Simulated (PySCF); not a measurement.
Tc³⁺ (technetium, charge +3): M06-L calculation

Configuration: [Kr] 4d4, high-spin 5D determinant. Calculation: PySCF 2.14, in x2c-QZVPPall (13s8p7d4f2g, 118 functions); the spin-free X2C one-electron Hamiltonian (Gaussian nucleus).

```
Total energy                                                  : -4283.31 hartree
One-electron energy                                           : -5857.88 hartree
Hartree (Coulomb) energy                                      : 1703.34 hartree
Exchange-correlation energy                                   : -128.77 hartree
⟨S²⟩                                                          : 6.0007
⟨L²⟩                                                          : 6.013
Sum of ⟨r⟩                                                    : 23.48 bohr
Sum of ⟨r²⟩                                                   : 25.74 bohr²
Traceless quadrupole moment −½Σ⟨3z² − r²⟩ along its main axis : -0.719 e·bohr²
Langevin diamagnetic susceptibility                           : -20.4 ×10⁻⁶ cm³/mol
```

| shell | electrons | mean orbital energy (hartree) | spread (hartree) | rms radius, mean of both spins (bohr) |
| --- | --- | --- | --- | --- |
| 1s β | 1 | -768.28563 | 0 | 0.0394 |
| 1s α | 1 | -768.28547 | 0 | 0.0394 |
| 2s α | 1 | -111.19008 | 0 | 0.162 |
| 2s β | 1 | -111.16319 | 0 | 0.162 |
| 2p α | 3 | -99.49142 | 0.00580 | 0.144 |
| 2p β | 3 | -99.47104 | 0.01095 | 0.144 |
| 3s α | 1 | -20.55997 | 0 | 0.442 |
| 3s β | 1 | -20.54709 | 0 | 0.442 |
| 3p α | 3 | -16.66554 | 0.01769 | 0.447 |
| 3p β | 3 | -16.65068 | 0.02079 | 0.447 |
| 3d α | 5 | -10.41129 | 0.01655 | 0.437 |
| 3d β | 5 | -10.38628 | 0.02485 | 0.437 |
| 4s α | 1 | -3.93341 | 0 | 1.12 |
| 4s β | 1 | -3.78838 | 0 | 1.12 |
| 4p α | 3 | -2.86795 | 0.00455 | 1.24 |
| 4p β | 3 | -2.71363 | 0.05406 | 1.24 |
| 4d α | 4 | -1.34018 | 0.03866 | 1.61 |

Densities and radii are taken from the X2C orbitals without a picture-change correction, which distorts them close to the nucleus.
